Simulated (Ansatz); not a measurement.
Species: sum formula GaH$_{2}$Cl (charge 0, singlet). 
Coordinates optimised at B3LYP-D3(BJ)/def2-TZVP (Ansatz, a quantum-chemistry and plane-wave program):
```
Ga
H 1 1.5569
H 1 1.5569 2 129.93
Cl 1 2.1661 2 115.03 3 180.00
```

Property: vertical ionisation energy (to the doublet state of charge +1; each state is the SCF solution reached for its spin; for the doublet T1 is 0.061), in eV. Valence correlation only, unless marked. UHF or UKS for open shells. No spin-orbit coupling. The frozen core is the preceding noble-gas configuration, with the filled d and f shells of earlier blocks. No relativistic terms. CBS(X,Y): correlation extrapolated as X^-3; Hartree-Fock from the larger set. The bracket is a focal-point correction in the basis named.

```json
[
 {"level": "HF/def2-SVPD", "program": "Ansatz", "vertical ionisation energy (eV)": "10.39", "minus last row": "-0.87"},
 {"level": "HF/def2-TZVPPD", "program": "Ansatz", "vertical ionisation energy (eV)": "10.25", "minus last row": "-1.01"},
 {"level": "B3LYP/def2-TZVPD", "program": "Ansatz", "vertical ionisation energy (eV)": "10.77", "minus last row": "-0.49"},
 {"level": "PBE0/def2-TZVPD", "program": "Ansatz", "vertical ionisation energy (eV)": "10.78", "minus last row": "-0.48"},
 {"level": "BHLYP/def2-TZVPD", "program": "Ansatz", "vertical ionisation energy (eV)": "10.94", "minus last row": "-0.32"},
 {"level": "wB97M-V/def2-TZVPD", "program": "Ansatz", "vertical ionisation energy (eV)": "11.03", "minus last row": "-0.23"},
 {"level": "wB97X-V/def2-TZVPD", "program": "Ansatz", "vertical ionisation energy (eV)": "11.09", "minus last row": "-0.17"},
 {"level": "B2PLYP/def2-TZVPD", "program": "Ansatz", "vertical ionisation energy (eV)": "10.93", "minus last row": "-0.33"},
 {"level": "MP2/def2-SVPD", "program": "Ansatz", "vertical ionisation energy (eV)": "11.30", "minus last row": "0.04"},
 {"level": "MP2/def2-TZVPPD", "program": "Ansatz", "vertical ionisation energy (eV)": "11.38", "minus last row": "0.12"},
 {"level": "MP2/def2-QZVPPD", "program": "Ansatz", "vertical ionisation energy (eV)": "11.47", "minus last row": "0.21"},
 {"level": "RI-MP2/def2-TZVPPD", "program": "Ansatz", "vertical ionisation energy (eV)": "11.38", "minus last row": "0.12"},
 {"level": "RI-MP2/def2-QZVPPD", "program": "Ansatz", "vertical ionisation energy (eV)": "11.47", "minus last row": "0.21"},
 {"level": "SCS-MP2/def2-TZVPPD", "program": "Ansatz", "vertical ionisation energy (eV)": "11.30", "minus last row": "0.04"},
 {"level": "SCS-MP2/def2-QZVPPD", "program": "Ansatz", "vertical ionisation energy (eV)": "11.40", "minus last row": "0.14"},
 {"level": "CCSD/CBS(def2-TZVPPD,def2-QZVPPD)", "program": "Ansatz", "vertical ionisation energy (eV)": "11.24", "minus last row": "-0.02"},
 {"level": "CCSD(T)/def2-TZVPPD", "program": "Ansatz", "vertical ionisation energy (eV)": "11.09", "minus last row": "-0.17"},
 {"level": "CCSD(T)/def2-QZVPPD", "program": "Ansatz", "vertical ionisation energy (eV)": "11.18", "minus last row": "-0.08"},
 {"level": "RI-MP2/CBS(def2-TZVPPD,def2-QZVPPD)+[CCSD(T)-MP2]/def2-TZVPPD", "program": "Ansatz", "vertical ionisation energy (eV)": "11.26", "minus last row": "0.00"},
 {"level": "RI-MP2/CBS(def2-TZVPPD,def2-QZVPPD)+[CCSD(T)-MP2]/def2-QZVPPD", "program": "Ansatz", "vertical ionisation energy (eV)": "11.26", "minus last row": "0.00"},
 {"level": "CCSD(T)/CBS(def2-TZVPPD,def2-QZVPPD)", "program": "Ansatz", "vertical ionisation energy (eV)": "11.26", "minus last row": "0.00"}
]
```
